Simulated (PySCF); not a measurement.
Ionisation energy of Ga⁺ by level of theory

Ga⁺ [Ar] 3d10 4s2 (1S) → Ga²⁺ [Ar] 3d10 4s1 (2S), as a difference of total energies. All numbers are calculated (PySCF 2.14, the non-relativistic Hamiltonian (point nucleus), in 6-31G* (5s4p3d, 32 functions)). Correlated levels: valence: [Ar] 3d10 frozen. The calculations carry no spin-orbit coupling.

```csv
method,ionisation energy (eV)
UHF,18.588
LDA,20.966
PBE0,20.273
MP2 (valence),19.218
SCS-MP2 (valence),19.344
CCSD (valence),19.536
```

Task: How much does correlation contribute at MP2 (valence)?

Result: 19.218 − (18.588) = 0.630 eV, measured against UHF.

These non-relativistic numbers lack the scalar-relativistic shift.

Errors of the correlated levels include the incompleteness of this basis and the frozen core.

With two correlated electrons CCSD is exact in that space.

For comparison: 20.515 eV (measured; NIST Atomic Spectra Database, ionization energies).
